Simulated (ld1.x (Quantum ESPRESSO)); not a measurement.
**Building the PAW potential for lead (Pb) (PW91, fully relativistic).**

ld1.x (Quantum ESPRESSO) 7.5 was run on this input:

```
&input
   title='Pb', zed=82., rel=2, dft='PW91', iswitch=3,
   config='[Xe] 4f14 5d10 6s1.5 6p2.5', rel_dist='average',
   nld=5, rlderiv=3.10, eminld=-4.0, emaxld=5.0, deld=0.02
 /
 &inputp
   pseudotype=3, lpaw=.true., tm=.true., lloc=-2, rcloc=1.90,
   nlcc=.true.,
   which_augfun='GAUSS', rmatch_augfun=1.40,
   file_pseudopw='Pb.UPF', file_wfcaegen='ae.wfc', file_wfcncgen='nc.wfc', file_beta='beta', file_chi='chi', file_wfcusgen='us.wfc'
 /
6
6S  1  0   1.50   0.00  1.80  1.95  0.0
6S  1  0   0.00   3.95  1.80  1.95  0.0
6P  2  1   2.50   0.00  2.55  2.85  0.0
6P  2  1   0.00   0.35  2.55  2.85  0.0
5D  3  2  10.00   0.00  1.60  1.95  0.0
5D  3  2   0.00   1.80  1.60  1.95  0.0
 &test
   configts(1)='5d10 6s1.5 6p2.5'
 /
```

Command:

```bash
ld1.x < Pb.in > Pb.out
```

Resulting log (shortened: banner, matrices, multipoles, cross overlaps and the repeated all-electron block are left out):

```
Program LD1 v.7.5
     --------------------------- All-electron run ----------------------------

     Pb
     dirac relativistic calculation

     atomic number is 82.00
     dft =PW91   lsd =0 sic =0 latt =0  beta=0.20 tr2=1.0E-14
     Exchange-correlation= PW91
                           (   1   4   2   2   0   0   0)
     mesh =1281 r(mesh) =  98.81810 a.u. xmin = -7.00 dx = 0.01250
     1 Ry =  13.60569312 eV, c = 137.03599908

     n l j   nl                  e(Ry)          e(Ha)          e(eV)
     Spin orbit split results
     1 0 0.5 1S 1( 2.00)     -6467.0865     -3233.5432    -87989.1943
     2 0 0.5 2S 1( 2.00)     -1155.7325      -577.8662    -15724.5417
     2 1 0.5 2P 1( 2.00)     -1109.7809      -554.8905    -15099.3390
     2 1 1.5 2P 1( 4.00)      -948.7810      -474.3905    -12908.8229
     3 0 0.5 3S 1( 2.00)      -277.4418      -138.7209     -3774.7874
     3 1 0.5 3P 1( 2.00)      -256.7316      -128.3658     -3493.0110
     3 1 1.5 3P 1( 4.00)      -220.8096      -110.4048     -3004.2678
     4 0 0.5 4S 1( 2.00)       -62.8541       -31.4270      -855.1730
     4 1 0.5 4P 1( 2.00)       -53.8950       -26.9475      -733.2794
     4 1 1.5 4P 1( 4.00)       -45.1002       -22.5501      -613.6196
     3 2 1.5 3D 1( 4.00)      -186.8162       -93.4081     -2541.7644
     3 2 2.5 3D 1( 6.00)      -179.1741       -89.5871     -2437.7883
     5 0 0.5 5S 1( 2.00)       -10.6331        -5.3165      -144.6700
     5 1 0.5 5P 1( 2.00)        -7.5773        -3.7886      -103.0938
     5 1 1.5 5P 1( 4.00)        -5.9317        -2.9659       -80.7054
     4 2 1.5 4D 1( 4.00)       -30.5221       -15.2611      -415.2750
     4 2 2.5 4D 1( 6.00)       -28.8813       -14.4407      -392.9502
     4 3 2.5 4F 1( 6.00)       -10.0105        -5.0052      -136.1998
     4 3 3.5 4F 1( 8.00)        -9.6406        -4.8203      -131.1675
     5 2 1.5 5D 1( 4.00)        -1.7293        -0.8646       -23.5279
     5 2 2.5 5D 1( 6.00)        -1.5385        -0.7692       -20.9320
     6 0 0.5 6S 1( 1.50)        -0.9274        -0.4637       -12.6174
     6 1 0.5 6P 1( 0.83)        -0.3718        -0.1859        -5.0592
     6 1 1.5 6P 1( 1.67)        -0.2576        -0.1288        -3.5055
     Averaged results
     1 0     1S 1( 2.00)     -6467.0865     -3233.5432    -87989.1943
     2 0     2S 1( 2.00)     -1155.7325      -577.8662    -15724.5417
     2 1     2P 1( 6.00)     -1002.4476      -501.2238    -13638.9949
     3 0     3S 1( 2.00)      -277.4418      -138.7209     -3774.7874
     3 1     3P 1( 6.00)      -232.7836      -116.3918     -3167.1822
     4 0     4S 1( 2.00)       -62.8541       -31.4270      -855.1730
     4 1     4P 1( 6.00)       -48.0318       -24.0159      -653.5062
     3 2     3D 1(10.00)      -182.2310       -91.1155     -2479.3787
     5 0     5S 1( 2.00)       -10.6331        -5.3165      -144.6700
     5 1     5P 1( 6.00)        -6.4802        -3.2401       -88.1682
     4 2     4D 1(10.00)       -29.5376       -14.7688      -401.8801
     4 3     4F 1(14.00)        -9.7991        -4.8996      -133.3242
     5 2     5D 1(10.00)        -1.6148        -0.8074       -21.9703
     6 0     6S 1( 1.50)        -0.9274        -0.4637       -12.6174
     6 1     6P 1( 2.50)        -0.2957        -0.1479        -4.0234

     final scf error:  7.1E-15 reached in  28 iterations

     Etot =  -41860.665391 Ry,  -20930.332696 Ha, -569543.367238 eV

     Ekin =   48746.560030 Ry,   24373.280015 Ha,  663230.736574 eV
     Encl = -105965.744869 Ry,  -52982.872435 Ha,-1441737.406242 eV
     Eh   =   16142.780462 Ry,    8071.390231 Ha,  219633.717116 eV
     Exc  =    -784.261014 Ry,    -392.130507 Ha,  -10670.414686 eV

     normalization and overlap integrals

     s(1S/1S) =  1.000000  <r> =   0.0160  <r2> =    0.0004  r(max) =   0.0099
     s(2S/2S) =  1.000000  <r> =   0.0669  <r2> =    0.0054  r(max) =   0.0575
     s(2P/2P) =  1.000000  <r> =   0.0549  <r2> =    0.0038  r(max) =   0.0426
     s(2P/2P) =  1.000000  <r> =   0.0638  <r2> =    0.0050  r(max) =   0.0495
     s(3S/3S) =  1.000000  <r> =   0.1739  <r2> =    0.0347  r(max) =   0.1622
     s(3P/3P) =  1.000000  <r> =   0.1644  <r2> =    0.0316  r(max) =   0.1504
     s(3P/3P) =  1.000000  <r> =   0.1807  <r2> =    0.0379  r(max) =   0.1663
     s(4S/4S) =  1.000000  <r> =   0.3840  <r2> =    0.1666  r(max) =   0.3609
     s(4P/4P) =  1.000000  <r> =   0.3853  <r2> =    0.1691  r(max) =   0.3609
     s(4P/4P) =  1.000000  <r> =   0.4198  <r2> =    0.2004  r(max) =   0.3939
     s(3D/3D) =  1.000000  <r> =   0.1570  <r2> =    0.0289  r(max) =   0.1295
     s(3D/3D) =  1.000000  <r> =   0.1619  <r2> =    0.0306  r(max) =   0.1328
     s(5S/5S) =  1.000000  <r> =   0.8540  <r2> =    0.8175  r(max) =   0.7932
     s(5P/5P) =  1.000000  <r> =   0.9126  <r2> =    0.9393  r(max) =   0.8235
     s(5P/5P) =  1.000000  <r> =   1.0044  <r2> =    1.1388  r(max) =   0.9101
     s(4D/4D) =  1.000000  <r> =   0.4246  <r2> =    0.2083  r(max) =   0.3842
     s(4D/4D) =  1.000000  <r> =   0.4357  <r2> =    0.2191  r(max) =   0.3939
     s(4F/4F) =  1.000000  <r> =   0.4508  <r2> =    0.2434  r(max) =   0.3476
     s(4F/4F) =  1.000000  <r> =   0.4571  <r2> =    0.2503  r(max) =   0.3520
     s(5D/5D) =  1.000000  <r> =   1.2751  <r2> =    1.8922  r(max) =   1.0574
     s(5D/5D) =  1.000000  <r> =   1.3237  <r2> =    2.0441  r(max) =   1.0841
     s(6S/6S) =  1.000000  <r> =   2.2945  <r2> =    5.9785  r(max) =   1.9509
     s(6P/6P) =  1.000000  <r> =   2.9582  <r2> =   10.1717  r(max) =   2.3828
     s(6P/6P) =  1.000000  <r> =   3.4450  <r2> =   13.8800  r(max) =   2.7340

     ------------------------ End of All-electron run ------------------------

     --------------------- Generating PAW atomic setup --------------------

      Generating local potential from pseudized AE potential:
      Matching radius rcloc =   1.9000
      Enforcing V''(0)=0 (lloc=-2)

      Local pseudo, rcloc= 1.903 Estimated cut-off energy=     8.97 Ry

      Computing core charge for nlcc:

       r > 0.89 : true rho core
       r < 0.89 : rho core = a sin(br)/r    a=  29.11  b=   2.78

      Integrated core pseudo-charge :  14.65

     Fully relativistic calculation: |psi|^2

     Wfc 6S LC norm =  0.99989834 SC norm =  0.00010058 missing  0.00000108
     Speed at rcutus      0.887 a.u.,  v/c =  0.006474,  (v/c)^2 =  0.00004191

     Wfc 6P LC norm =  0.99994149 SC norm =  0.00005829 missing  0.00000022
     Speed at rcutus      0.445 a.u.,  v/c =  0.003248,  (v/c)^2 =  0.00001055

     Wfc 6P LC norm =  0.99995791 SC norm =  0.00003881 missing  0.00000327
     Speed at rcutus      0.475 a.u.,  v/c =  0.003470,  (v/c)^2 =  0.00001204

     Wfc 5D LC norm =  0.99967366 SC norm =  0.00032632 missing  0.00000001
     Speed at rcutus      0.357 a.u.,  v/c =  0.002602,  (v/c)^2 =  0.00000677

     Wfc 5D LC norm =  0.99969562 SC norm =  0.00030425 missing  0.00000013
     Speed at rcutus      0.440 a.u.,  v/c =  0.003213,  (v/c)^2 =  0.00001032
      Wfc-us  6S rcutus= 1.951  Estimated cut-off energy=    11.65 Ry
      Wfc-us  6S rcutus= 1.951  Estimated cut-off energy=    20.39 Ry
      Wfc-us  6P rcutus= 2.839  Estimated cut-off energy=     9.61 Ry
      Wfc-us  6P rcutus= 2.839  Estimated cut-off energy=     9.36 Ry
      Wfc-us  6P rcutus= 2.839  Estimated cut-off energy=    11.74 Ry
      Wfc-us  6P rcutus= 2.839  Estimated cut-off energy=    10.58 Ry
      Wfc-us  5D rcutus= 1.951  Estimated cut-off energy=    31.62 Ry
      Wfc-us  5D rcutus= 1.951  Estimated cut-off energy=    31.46 Ry
      Wfc-us  5D rcutus= 1.951  Estimated cut-off energy=    56.93 Ry
      Wfc-us  5D rcutus= 1.951  Estimated cut-off energy=    56.43 Ry

     Required augmentation: GAUSS   radius:    1.400000
     Message from routine us2paw:
     GAUSS augmentation functions are ususally harder than BESSEL; use BESSEL instead unless you have discontinuity in local potential

     Estimated PAW energy = -881.413512 Ryd

     ------------------- End of pseudopotential generation -------------------

     Computing logarithmic derivative in   3.11756
     Computing logarithmic derivative in   3.11756
     Computing the partial wave expansion
     R is outside the sphere for l=    0 j= 0.50
     R is outside the sphere for l=    0 j= 0.50
     R is outside the sphere for l=    1 j= 0.50
     R is outside the sphere for l=    1 j= 0.50
     R is outside the sphere for l=    1 j= 1.50
     R is outside the sphere for l=    1 j= 1.50
     R is outside the sphere for l=    2 j= 1.50
     R is outside the sphere for l=    2 j= 1.50
     R is outside the sphere for l=    2 j= 2.50
     R is outside the sphere for l=    2 j= 2.50

     ---------------------- Testing the pseudopotential ----------------------

     Pb
     dirac relativistic calculation

     atomic number is 82.00   valence charge is 14.00
     dft = SLA  PW   GGX  GGC   lsd =0 sic =0 latt =0  beta=0.20 tr2=1.0E-14
     mesh =1281 r(mesh) =  98.81810 xmin = -7.00 dx = 0.01250

     n l  j  nl             e AE (Ry)       e PS (Ry)    De AE-PS (Ry)
     3 2 1.5 5D   1( 4.00)       -1.72927       -1.72927        0.00000
     3 2 2.5 5D   1( 6.00)       -1.53847       -1.53847        0.00000
     1 0 0.5 6S   1( 1.50)       -0.92736       -0.92737        0.00000
     2 1 0.5 6P   1( 0.83)       -0.37185       -0.37185       -0.00000
     2 1 1.5 6P   1( 1.67)       -0.25765       -0.25765        0.00000

     eps = 1.7E-15  iter =  4

     Etot =  -41860.665391 Ry,  -20930.332696 Ha, -569543.367238 eV
     Etotps =  -881.413529 Ry,    -440.706765 Ha,  -11992.241992 eV

     Ekin =     262.018787 Ry,     131.009394 Ha,    3564.947210 eV
     Encl =    -465.246309 Ry,    -232.623154 Ha,   -6329.998501 eV
     Ehrt =     106.075006 Ry,      53.037503 Ha,    1443.223983 eV
     Ecxc =    -784.261014 Ry,    -392.130507 Ha,  -10670.414683 eV
     (Ecc =     -30.740611 Ry,     -15.370306 Ha,    -418.247323 eV)

     ---------------------- End of pseudopotential test ----------------------
```

Generation and configuration tests took about 4 s on one core of a shared server CPU.
